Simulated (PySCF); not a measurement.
YI: energy against distance

Set-up: PySCF, scalar-relativistic core potentials, basis sets Y def2-TZVPP with ECP28, I def2-TZVPP with ECP28. Energies in eV from Y (4d1 5s2) + I in their ground configurations at the same level. State: ¹Σ⁺ (singlet), closed shell.

All columns are PBE0. A positive dipole means Y(−)I(+).

```csv
R (Å),E (eV),μ (D),Mulliken charge on Y (basis-dependent),HOMO (eV),LUMO (eV),Mayer bond order,⟨S²⟩
2.386,-2.869,-1.53,0.11,-4.46,-1.63,1.60,0.00
2.497,-3.447,-1.72,0.11,-4.56,-1.79,1.53,0.00
2.608,-3.754,-2.01,0.13,-4.67,-1.96,1.48,0.00
2.691,-3.858,-2.28,0.15,-4.76,-2.08,1.43,0.00
2.774,-3.882,-2.60,0.16,-4.85,-2.21,1.39,0.00
2.857,-3.848,-2.96,0.19,-4.94,-2.33,1.35,0.00
2.968,-3.737,-3.48,0.22,-5.06,-2.50,1.29,0.00
3.107,-3.531,-4.19,0.26,-5.21,-2.70,1.22,0.00
3.273,-3.230,-5.09,0.31,-5.38,-2.92,1.13,0.00
3.495,-2.797,-6.33,0.38,-5.60,-3.20,1.03,0.00
```

A fit through these points gives, at Re = 2.763 Å, μ = -2.56 D and dμ/dR = -4.03 D/Å; the reduced mass is 52.28 u.

Task: How strong is the fundamental in the double-harmonic approximation, I = 42.26·(dμ/dR)²/μred km/mol?

Result: I = 42.26·(-4.03)²/52.28 = 13.1 km/mol at PBE0.

The metal atom is held in its measured ground configuration; semilocal functionals can put another filling of s and d lower by some tenths of an eV, and De to that atom would be smaller. Spin–orbit coupling is left out, which matters for elements this heavy, above all for dissociation energies.
